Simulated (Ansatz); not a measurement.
**Reading a saddle point**

A first-order saddle point of SiNH$_{4}$F$_{3}$, singlet, PBE0-D4/def2-TZVP, with one imaginary mode of 1441i cm⁻¹:

| atom | x (Å) | y (Å) | z (Å) |
| --- | --- | --- | --- |
| Si1 | -0.6472 | -0.3678 | -0.1008 |
| H2 | 0.6435 | -1.3409 | 0.5807 |
| F3 | -0.6059 | -1.3833 | -1.3202 |
| F4 | -1.4191 | -0.6580 | 1.2556 |
| F5 | -1.6983 | 0.6765 | -0.7267 |
| H6 | 1.1079 | -0.3667 | 0.4530 |
| N7 | 0.7792 | 0.7763 | 0.0274 |
| H8 | 0.6787 | 1.5472 | 0.6800 |
| H9 | 1.1614 | 1.1167 | -0.8491 |

Ansatz 0.2.0; basis: def2-TZVPP and def2-QZVPP; cores frozen in the correlated methods. Extrapolation: Hartree–Fock as exp(−7.88 √X), correlation as X^−2.97.

(1) Which contacts change along the imaginary mode, and what lies on either side? (A judgement: the text doesn't fix the answer.)

(2) Which side is lower, and how far does the saddle lie above each? (To be estimated.)

T1 diagnostic: at most 0.012.

## Answers

(1) By the calculation: The step is SiHF₃ ([F][SiH]([F])[F]) + NH₃ → SiNH₂F₃ ([NH2][Si]([F])([F])[F]) + H₂, with the molecules in contact on both sides. Shortening one way: Si1–N7, H2–H6; lengthening the same way: Si1–H2, H6–N7.
```csv
pair,one side (Å),saddle (Å),other side (Å)
Si1–N7,2.21,1.83,1.67
H2–H6,2.69,1.09,0.75
Si1–H2,1.47,1.75,4.38
H6–N7,1.01,1.26,2.86
```

(2) By the calculation: The side with Si1–N7, H2–H6 short is lower by 0.282 eV; the saddle lies 2.276 eV above it and 1.995 eV above the other (CCSD(T) at an estimated basis limit (MP2 extrapolated from triple and quadruple zeta, plus CCSD(T) − MP2 in triple zeta); electronic energies).

Labels in which every atom is bracketed show which atoms are joined, not bond orders.

For scale, one of the runs: CCSD(T)/def2-TZVPP, 222 basis functions (an equivalent command: `ansatz run in.yaml --threads 4`). The run took 2.1 min on 4 CPU threads (shared host), with 3.8 GiB of host memory at its peak.
